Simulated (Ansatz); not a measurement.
`[GeH3][SbH2]` + `N=C1O[SiH2]1` → `[GeH3]/[N]=C1\O[SiH2]1` + `[SbH3]` at 298.15 K and 1 bar (cleavage of the Ge–Sb bond).

Program: Ansatz. Geometries: PBE0-D4/def2-TZVP. ΔE: electronic, gas phase. CCSD(T)/CBS is the MP2 limit (def2-TZVPP, def2-QZVPP) plus CCSD(T) − MP2 in def2-TZVPP, frozen cores. def2 core potentials past Kr. For Ge, Sb outer-core shells are correlated without core-valence functions, which leaves a few kJ/mol of doubt a bond. Scalar relativity is left out up to krypton. Each species was taken in one conformer, which may not be the lowest.

```csv
species,CCSD(T)/CBS energy (Eh),H − E (kJ/mol),S (J/(mol·K))
`[GeH3][SbH2]`,-2319.11871,112.4,319.2
`N=C1O[SiH2]1`,-458.76323,121.6,282.5
`[GeH3]/[N]=C1\O[SiH2]1`,-2536.08022,163.0,360.0
`[SbH3]`,-241.78682,60.8,232.7
```

H − E and S are ideal-gas, rigid-rotor, harmonic terms from PBE0-D4/def2-TZVP, for one conformer and one mirror image of each species. 1 Eh = 2625.50 kJ/mol, R = 8.31446 J/(mol·K).

**Question.** By hand: ΔE, ΔH, ΔS and ΔG.

**Answer.** ΔE = (-2536.08022) + (-241.78682) − (-2319.11871) − (-458.76323) = 0.01490 Eh = 39.1 kJ/mol. Δ(H − E) = 163.0 + 60.8 − 112.4 − 121.6 = -10.2, so ΔH = 28.9 kJ/mol. ΔS = 360.0 + 232.7 − 319.2 − 282.5 = -9.0 J/(mol·K). ΔG = 28.9 − 298.15 × (-9.0)/1000 = 31.6 kJ/mol.

**Question.** By hand: the equilibrium constant, and the temperature at which ΔG would vanish if ΔH and ΔS stayed fixed.

**Answer.** log₁₀ K = −ΔG/(RT ln 10) = -5.5. ΔH and −TΔS have one sign here, so there is no such temperature.

The number of gas molecules stays the same, so ΔS is small and ΔH decides. A doubt of 5 kJ/mol in ΔE shifts log₁₀ K by 0.9 here. Other conformers and mirror images would add mixing entropy, several J/(mol·K) or more a flexible species. Modes under 60 cm⁻¹, often nearly free rotors, make the harmonic entropy too high. These are equilibria of isolated gas molecules and say nothing of rates. Largest T1 diagnostic: 0.017 (customary marks: 0.02 for closed shells, 0.045 for open ones).

ΔS is within the doubt of such terms, so its sign, and with it that verdict, could turn.
